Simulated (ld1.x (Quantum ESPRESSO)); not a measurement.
# O (Z = 8): from the effect back to the setting (TM)

Base potential:

* Element: oxygen
* Generator: ld1.x (Quantum ESPRESSO) 7.5
* Type: norm-conserving Troullier–Martins (Kleinman–Bylander form)
* Functional: BLYP
* Relativity: fully relativistic
* Frozen core: [He]
* Valence charge: 6
* Reference configuration: 2s2 2p3 (charge +1)
* Partial waves: 2s (bound): rc 0.95 bohr; 2p (bound): rc 1.10 bohr
* Local potential: all-electron potential smoothed inside 0.85 bohr (lloc = -1)
* Core correction: none

Open shells are filled in proportion to 2j + 1 (rel_dist='average').

Cutoffs, loose and tight: the cutoffs (Ry, on a coarse ladder) from which the occupation-weighted sum of valence levels, in a spherical-Bessel basis at the reference potential, stays within 10 and 1 mRy of its value at 400 Ry. They do not see the model core or the augmentation charge, which bear on the density cutoff. Test errors are all-electron minus pseudo excitation energies from the reference, over the configurations 2s2 2p4; 2s2 2p2; 2s2 2p1; 2s2 2p3.5; 2s2 2p0; 2s1 2p4; 2s2 2p4.3; variants that change the core or the reference have their own tests.

Only the scale of all radii (base = 1) is moved:

```json
{"scale of all radii (base = 1)": "0.76", "cutoff, loose": "160 Ry", "cutoff, tight": "260 Ry", "bound ghosts": "none", "largest test error (meV)": "+626"}
{"scale of all radii (base = 1)": "0.93", "cutoff, loose": "120 Ry", "cutoff, tight": "200 Ry", "bound ghosts": "none", "largest test error (meV)": "+781"}
{"scale of all radii (base = 1)": "0.99", "cutoff, loose": "110 Ry", "cutoff, tight": "180 Ry", "bound ghosts": "none", "largest test error (meV)": "+873"}
{"scale of all radii (base = 1)": "1.24", "cutoff, loose": "70 Ry", "cutoff, tight": "120 Ry", "bound ghosts": "none", "largest test error (meV)": "+1686"}
{"scale of all radii (base = 1)": "1.36", "cutoff, loose": "60 Ry", "cutoff, tight": "100 Ry", "bound ghosts": "none", "largest test error (meV)": "+2295"}
```

One more run gave cutoff, loose: 90 Ry; cutoff, tight: 140 Ry; bound ghosts: none; largest test error (meV): +1229. Which value of the scale of all radii (base = 1) was used?

1.11. The loose cutoff moves one way along this sweep, from 160 Ry at 0.76 to 60 Ry at 1.36, which places the run between 0.99 and 1.24.
